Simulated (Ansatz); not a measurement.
Cost and result up the ladder for Ag2Br (the lowest doublet isomer of a short search) (3 atoms). The state is a doublet with charge 0. Geometry: r2SCAN-D4/def2-TZVP.

| atom | x (Å) | y (Å) | z (Å) |
| --- | --- | --- | --- |
| Ag1 | -0.420 | -0.448 | -0.523 |
| Ag2 | 2.107 | 0.181 | -0.887 |
| Br3 | -1.687 | 0.267 | 1.410 |

Ansatz on 4 threads of Arm Neoverse V2 on a shared host. Times are rough, and most runs start from the orbitals of an earlier one. r2SCAN0-D4/def2-TZVP serves as the yardstick here, not as an exact answer. Differences are given only for rows in sets of like size (and for xTB, whose basis is part of the method), since another set adds its own error. Binding counts from free atoms at the same level (Ag doublet, Br doublet; other spins of the atoms weren't run), without zero-point energy or a counterpoise term.

In the def2 sets Ag takes a core potential; there is no spin–orbit coupling. Correlated methods freeze 9 core orbitals; core or outer-core shells of Ag, Br are correlated, in sets that lack core-valence functions. The rows differ in basis, and correlated rows in double-zeta sets carry the largest basis error. The structure comes from a short search, and lower isomers may exist.

Run but left out: HF/STO-3G (⟨S²⟩ 1.82, where a pure state has 0.75).

Correlated methods converge slowly with the basis, most of all in double-zeta sets.

```csv
level,functions,wall time
PBE-D4/def2-SVP,94,1.6 s
MP2/def2-TZVP,128,2.1 s
revPBE-D4/def2-TZVP,128,2.6 s
PBE0-D4/def2-SVP,94,2.8 s
PBE-D4/def2-TZVPD,137,2.9 s
BLYP-D4/def2-TZVP,128,3.1 s
PBE0-D4/def2-TZVPD,137,4 s
BHLYP-D4/def2-TZVP,128,4.3 s
RPA@PBE/def2-TZVP,128,4.5 s
r2SCAN-D4/def2-TZVP (with forces),128,7 s
r2SCAN-D4/def2-TZVPD,137,7 s
r2SCAN0-D4/def2-TZVP,128,7.5 s
B97M-V/def2-TZVP,128,11 s
CCSD(T)/def2-SVP,94,18 s
```

Question: Estimate what each level gives for the binding energy per atom (eV).

Answer: 
```csv
level,binding energy per atom (eV),difference from r2SCAN0-D4/def2-TZVP (eV)
PBE-D4/def2-SVP,1.28,–
MP2/def2-TZVP,1.21,0.01
revPBE-D4/def2-TZVP,1.17,-0.03
PBE0-D4/def2-SVP,1.19,–
PBE-D4/def2-TZVPD,1.27,0.07
BLYP-D4/def2-TZVP,1.18,-0.02
PBE0-D4/def2-TZVPD,1.19,-0.01
BHLYP-D4/def2-TZVP,1.09,-0.11
RPA@PBE/def2-TZVP,1.00,-0.20
r2SCAN-D4/def2-TZVP (with forces),1.29,0.09
r2SCAN-D4/def2-TZVPD,1.29,0.09
r2SCAN0-D4/def2-TZVP,1.20,0.00
B97M-V/def2-TZVP,1.21,0.01
CCSD(T)/def2-SVP,1.14,–
```
